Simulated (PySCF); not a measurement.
PySCF input file for C3H10Si3, SMILES [SiH3]C#C[SiH2][SiH2]C, PBE-D3(BJ)/def2-SVP. The structure is a stationary point at PBE-D3(BJ)/def2-SVP. The structure was generated by enumeration, and PubChem lists no compound with its InChIKey, so it may never have been made. The values are those of a single conformer.

```python
import numpy as np
from pyscf import gto, scf, dft, df
from pyscf.hessian import thermo

mol = gto.M(
    atom='''
    C    -2.20580561   -1.67040013   -0.50797451
    Si   -2.44330638   -0.14481772    0.58824396
    Si   -0.92396883    1.53320733   -0.06965646
    C     0.74084079    0.74468756   -0.11287988
    C     1.82025713    0.13801818   -0.12617681
    Si    3.42984397   -0.74630878   -0.14798883
    H    -2.44102751   -1.43417558   -1.56496827
    H    -2.86326460   -2.50074375   -0.18102392
    H    -1.15277035   -2.01291489   -0.45645057
    H    -3.85124907    0.38673042    0.48775796
    H    -2.17441393   -0.47685984    2.03361322
    H    -1.24534790    2.05163400   -1.44739745
    H    -0.89840313    2.69878316    0.88247393
    H     4.09117061   -0.62410801    1.19567378
    H     4.32426791   -0.15155120   -1.19871948
    H     3.20332144   -2.19975975   -0.45715358
    ''',
    basis='def2-SVP',
    charge=0,
    spin=0,
    max_memory=1600,
    verbose=3,
)
mf = dft.RKS(mol, xc='pbe').density_fit(auxbasis='def2-universal-jkfit')
mf.disp = 'd3bj'
mf.grids.level = 3
mf.conv_tol = 1e-11
mf.max_cycle = 100
mf.kernel()

# [left out here: the lines that compute and print the analytic Hessian (its translational invariance restored by hand, since the grid's response is missing), thermochemistry and intensities]
```

Output:

```
[...]
      13   H                -0.26  0.16  0.12    0.22 -0.18 -0.10   -0.35 -0.60  0.23
      14   H                -0.23  0.17 -0.11    0.19 -0.12  0.10   -0.32 -0.12 -0.36
      15   H                -0.28  0.05 -0.04    0.25 -0.05  0.09    0.26 -0.10  0.31
Mode                                27                  28                  29
Irrep
Freq [cm^-1]                      906.3482           1213.2671           1383.1045
Reduced mass [au]                   1.0356              1.2324              1.0472
Force const [Dyne/A]                0.5012              1.0688              1.1803
Char temp [K]                    1304.0332           1745.6213           1989.9794
Normal mode                   x     y     z       x     y     z       x     y     z
       0   C                -0.00 -0.00 -0.00    0.02 -0.10 -0.07   -0.05  0.01 -0.03
       1  Si                 0.00  0.00 -0.00   -0.00  0.01  0.00   -0.00  0.00 -0.00
       2  Si                 0.00 -0.00  0.00    0.00 -0.00 -0.00   -0.00  0.00  0.00
       3   C                -0.00 -0.00 -0.00   -0.00  0.00  0.00    0.00 -0.00  0.00
       4   C                 0.00  0.00  0.01    0.00  0.00 -0.00   -0.00 -0.00  0.00
       5  Si                -0.00  0.01  0.03   -0.00  0.00  0.00    0.00 -0.00 -0.00
       6   H                 0.01 -0.00 -0.00   -0.12  0.49  0.10    0.37  0.39 -0.03
       7   H                 0.00 -0.01 -0.00   -0.21  0.27  0.37    0.47 -0.19  0.48
       8   H                 0.00  0.01  0.00    0.14  0.38  0.33   -0.16 -0.38 -0.04
       9   H                -0.01 -0.02  0.02   -0.01 -0.01 -0.02    0.00  0.01  0.01
      10   H                -0.03  0.00  0.01    0.01 -0.02  0.00    0.01 -0.01 -0.01
      11   H                -0.00  0.05  0.02   -0.00  0.00  0.00   -0.00 -0.00 -0.00
      12   H                -0.01  0.03 -0.04   -0.01 -0.01  0.01    0.00 -0.00  0.00
      13   H                -0.16  0.21  0.07    0.00 -0.00 -0.00   -0.00  0.00  0.00
      14   H                -0.06 -0.53 -0.34    0.00 -0.00  0.00   -0.00  0.00 -0.00
      15   H                 0.23  0.11 -0.64    0.00  0.00 -0.00   -0.00 -0.00 -0.00
Mode                                30                  31                  32
Irrep
Freq [cm^-1]                     1385.8109           2139.0439           2141.7971
Reduced mass [au]                   1.0493              1.8249              1.5816
Force const [Dyne/A]                1.1872              4.9195              4.2745
Char temp [K]                    1993.8734           3077.6079           3081.5692
Normal mode                   x     y     z       x     y     z       x     y     z
       0   C                 0.03  0.03 -0.04   -0.00 -0.00 -0.00    0.00  0.00  0.00
       1  Si                 0.00  0.00 -0.00   -0.01  0.00  0.01    0.02 -0.01 -0.01
       2  Si                -0.00  0.00  0.00    0.01 -0.01  0.01    0.00 -0.00  0.00
       3   C                 0.00 -0.00 -0.00   -0.12  0.07  0.00   -0.11  0.06  0.00
       4   C                -0.00 -0.00 -0.00    0.12 -0.07 -0.00    0.11 -0.06 -0.00
       5  Si                 0.00 -0.00  0.00   -0.01  0.00  0.00   -0.01  0.00  0.00
       6   H                -0.57  0.08  0.12   -0.00  0.00  0.00    0.00 -0.00 -0.00
       7   H                 0.25 -0.21 -0.18   -0.00 -0.00 -0.00    0.00  0.00 -0.00
       8   H                -0.12 -0.32  0.60   -0.00  0.00  0.00    0.00 -0.00 -0.00
       9   H                -0.00 -0.01  0.01    0.45 -0.17  0.04   -0.65  0.25 -0.05
      10   H                -0.01 -0.01 -0.00   -0.05  0.04 -0.20    0.07 -0.07  0.30
      11   H                 0.00 -0.00 -0.00   -0.08  0.13 -0.36    0.01  0.00  0.01
      12   H                 0.01  0.00 -0.00    0.01  0.20  0.17    0.00 -0.06 -0.05
      13   H                -0.00  0.00  0.00    0.03  0.01  0.06    0.02  0.01  0.05
      14   H                -0.00  0.00 -0.00    0.04  0.03 -0.05    0.03  0.03 -0.04
      15   H                -0.00  0.00 -0.00   -0.02 -0.07 -0.01   -0.01 -0.06 -0.01
Mode                                33                  34                  35
Irrep
Freq [cm^-1]                     2147.2490           2153.1605           2158.5289
Reduced mass [au]                   1.1043              1.0809              1.0490
Force const [Dyne/A]                2.9997              2.9525              2.8796
Char temp [K]                    3089.4132           3097.9185           3105.6425
Normal mode                   x     y     z       x     y     z       x     y     z
       0   C                 0.00 -0.00  0.00    0.00 -0.00  0.00    0.00 -0.00 -0.00
       1  Si                 0.00 -0.00  0.02    0.02 -0.01  0.02    0.00 -0.00  0.01
       2  Si                -0.00  0.01 -0.02    0.00 -0.02  0.00    0.00  0.02  0.03
       3   C                -0.05  0.03  0.00    0.04 -0.02 -0.00   -0.01  0.00  0.00
       4   C                 0.05 -0.03 -0.00   -0.03  0.02  0.00    0.01 -0.00 -0.00
       5  Si                -0.00  0.00  0.00    0.00 -0.00 -0.00   -0.00  0.00 -0.00
       6   H                -0.00  0.00  0.00    0.00  0.00  0.01   -0.00  0.00  0.00
       7   H                -0.00 -0.00  0.00   -0.00 -0.00 -0.00   -0.00  0.00  0.00
       8   H                 0.00 -0.00  0.00    0.00 -0.00 -0.00    0.00 -0.00  0.00
       9   H                -0.01  0.00  0.01   -0.46  0.17 -0.03   -0.03  0.01  0.00
      10   H                -0.10  0.13 -0.55   -0.10  0.13 -0.57   -0.07  0.08 -0.37
      11   H                 0.16 -0.26  0.69   -0.08  0.12 -0.35   -0.07  0.12 -0.29
      12   H                 0.00 -0.01 -0.02    0.00  0.32  0.27   -0.02 -0.65 -0.53
      13   H                 0.02  0.01  0.05   -0.02 -0.01 -0.05    0.02  0.00  0.04
      14   H                 0.03  0.03 -0.04   -0.04 -0.03  0.05    0.02  0.01 -0.02
      15   H                -0.01 -0.06 -0.01    0.01  0.06  0.01   -0.01 -0.03 -0.01
Mode                                36                  37                  38
Irrep
Freq [cm^-1]                     2172.1531           2176.0140           2177.9306
Reduced mass [au]                   1.0584              1.0512              1.0515
Force const [Dyne/A]                2.9423              2.9327              2.9385
Char temp [K]                    3125.2447           3130.7996           3133.5572
Normal mode                   x     y     z       x     y     z       x     y     z
       0   C                -0.00 -0.00  0.00    0.00 -0.00  0.00   -0.00  0.00  0.00
       1  Si                 0.00 -0.00 -0.00    0.00 -0.00 -0.00   -0.00  0.00 -0.00
       2  Si                -0.00 -0.00  0.00   -0.00 -0.00 -0.00   -0.00 -0.00 -0.00
       3   C                 0.03 -0.02 -0.00    0.01 -0.01 -0.00    0.00 -0.00 -0.00
       4   C                -0.03  0.02  0.00   -0.01  0.01  0.00   -0.00  0.00 -0.00
       5  Si                -0.01  0.02  0.00   -0.02 -0.03 -0.00    0.00  0.01 -0.04
       6   H                 0.00 -0.00  0.00    0.00 -0.00  0.00    0.00  0.00 -0.00
       7   H                -0.00 -0.00 -0.00   -0.00  0.00 -0.00   -0.00  0.00 -0.00
       8   H                 0.00  0.00 -0.00    0.00  0.00 -0.00   -0.00  0.00 -0.00
       9   H                -0.03  0.01 -0.00   -0.01  0.01 -0.00    0.00 -0.00  0.00
      10   H                 0.00 -0.00  0.01    0.00 -0.00  0.00    0.00 -0.00  0.01
      11   H                -0.01  0.02 -0.05   -0.00  0.01 -0.02    0.00 -0.00  0.01
      12   H                -0.00  0.05  0.04   -0.00  0.03  0.02   -0.00  0.00  0.00
      13   H                 0.15  0.04  0.31    0.22  0.03  0.48    0.33  0.07  0.66
      14   H                 0.20  0.14 -0.24    0.38  0.25 -0.46   -0.38 -0.26  0.44
      15   H                -0.13 -0.80 -0.17    0.07  0.48  0.10    0.01  0.05 -0.01
Mode                                39                  40                  41
Irrep
Freq [cm^-1]                     2979.4011           3083.5271           3083.9091
Reduced mass [au]                   1.0344              1.1032              1.1029
Force const [Dyne/A]                5.4099              6.1804              6.1798
Char temp [K]                    4286.6948           4436.5090           4437.0586
Normal mode                   x     y     z       x     y     z       x     y     z
       0   C                 0.01 -0.04 -0.03   -0.04 -0.05  0.06   -0.08  0.02 -0.04
       1  Si                -0.00  0.00  0.00   -0.00 -0.00  0.00   -0.00  0.00 -0.00
       2  Si                 0.00  0.00 -0.00    0.00  0.00  0.00    0.00  0.00 -0.00
       3   C                -0.00  0.00  0.00   -0.00  0.00 -0.00   -0.00 -0.00 -0.00
       4   C                -0.00 -0.00  0.00    0.00 -0.00 -0.00    0.00 -0.00  0.00
       5  Si                 0.00  0.00 -0.00    0.00 -0.00  0.00    0.00 -0.00 -0.00
       6   H                 0.12 -0.13  0.53   -0.12  0.11 -0.51    0.11 -0.12  0.54
       7   H                 0.34  0.42 -0.18    0.45  0.56 -0.22    0.09  0.14 -0.06
       8   H                -0.54  0.17 -0.04    0.21 -0.08  0.02    0.70 -0.23  0.03
       9   H                -0.00 -0.00 -0.00    0.00 -0.00 -0.00    0.00 -0.00 -0.00
      10   H                 0.00 -0.00  0.00    0.00  0.00 -0.00    0.00  0.00  0.00
      11   H                -0.00 -0.00  0.00    0.00  0.00 -0.00   -0.00 -0.00  0.00
      12   H                -0.00 -0.00  0.00    0.00  0.00  0.00    0.00  0.00  0.00
      13   H                -0.00 -0.00 -0.00   -0.00  0.00 -0.00   -0.00  0.00  0.00
      14   H                -0.00 -0.00  0.00   -0.00  0.00 -0.00   -0.00  0.00  0.00
      15   H                -0.00 -0.00  0.00   -0.00  0.00 -0.00    0.00  0.00  0.00
temperature 298.1500 [K]
pressure 101325.00 [Pa]
Rotational constants [GHz] 2.94442 0.68118 0.58353
Symmetry number 1
Zero-point energy (ZPE) 0.10268 [Eh]   269595.914 [J/mol]
                           tot       elec      trans        rot        vib
Entropy [J/mol/K]       427.667      0.000    169.487    125.508    132.672
Cv [J/mol/K]            156.871      0.000     12.472     12.472    131.928
Cp [J/mol/K]            165.186      0.000     20.786     12.472    131.928
Internal energy [J/mol]                      3718.434   3718.434 289773.153
Internal energy [Eh]   -987.67393  -987.78713
Enthalpy [J/mol]                             6197.391   3718.434 289773.153
Enthalpy [Eh]          -987.67298
Gibbs free energy [J/mol]                  -44335.295 -33701.812 250217.024
Gibbs free energy [Eh] -987.72155
mode   freq/cm-1   IR/(km/mol)
   1      -17.37         0.007
   2       31.26         0.146
   3       50.51         0.123
   4      110.78         2.197
   5      125.11         1.904
   6      153.08         0.759
   7      182.44         2.690
   8      305.50         0.444
   9      338.08         5.249
  10      372.53         3.483
  11      408.55        13.863
  12      433.13         2.599
  13      471.16         2.929
  14      599.01         7.832
  15      648.34         2.716
  16      653.30        41.813
  17      654.37        36.845
  18      681.07        12.075
  19      715.62        77.008
  20      743.37       331.577
  21      801.87       152.379
  22      846.74       124.667
  23      857.96        26.431
  24      883.58       303.186
  25      895.55       143.642
  26      903.81        16.358
  27      904.95        37.579
  28      906.35        34.979
  29     1213.27         9.099
  30     1383.10         5.319
  31     1385.81         2.276
  32     2139.04        54.866
  33     2141.80        31.602
  34     2147.25        22.795
  35     2153.16       160.910
  36     2158.53       111.801
  37     2172.15        59.621
  38     2176.01        86.725
  39     2177.93        83.130
  40     2979.40         2.689
  41     3083.53         1.007
  42     3083.91         1.099
max |gradient| / (hartree/bohr): 4.239072426561683e-05
APT charges: [-0.3272  0.7861  0.9297 -0.4328 -0.5168  1.243   0.0273  0.0185  0.0346
 -0.2561 -0.243  -0.2516 -0.2503 -0.2512 -0.2549 -0.2553]
```

Self-consistency was reached. The end point has an imaginary mode, so it is no minimum.

Cost: very roughly 5 core-minutes.
